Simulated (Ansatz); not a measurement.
Consider the ligand exchange at the Sn–Cl bond: `[Cl][Sn][Cl]` + HBr → `[Cl][Sn][Br]` + HCl.

Program: Ansatz. Geometries: PBE0-D4/def2-TZVP. ΔE: electronic, gas phase. CCSD(T)/CBS is the MP2 limit (def2-TZVPP, def2-QZVPP) plus CCSD(T) − MP2 in def2-TZVPP, frozen cores. This one scheme is used for every species. DFT in def2-TZVPP. B3LYP here is the variant with VWN-RPA as its local correlation; programs differ in this. Elements past krypton have def2 core potentials. For Br, Sn outer-core shells are correlated without core-valence functions, which leaves a few kJ/mol of doubt a bond. Scalar relativity is left out up to krypton.

```tsv
level	ΔE (eV)
B3LYP-D4	-0.14
B2PLYP	-0.13
BLYP	-0.11
r2SCAN	-0.13
BHLYP	-0.14
HF/def2-TZVPP	-0.15
CCSD(T)/def2-TZVPP	-0.13
MP2/def2-QZVPP	-0.15
```

Task: What does CCSD(T)/CBS give? (Best estimate.)

Result: Ansatz gave: -0.15 eV. The listed levels differ from it by 0.01, 0.02, 0.04, 0.02, 0.01, 0.00, 0.02, 0.00 eV.

Largest T1 diagnostic among the species: 0.014.

Leaving LDA and LC-ωPBE aside and taking each functional with its dispersion term where it has one, the values, not all of them listed here, spread over 0.07 eV, from BHLYP-D4 to B97M-V.
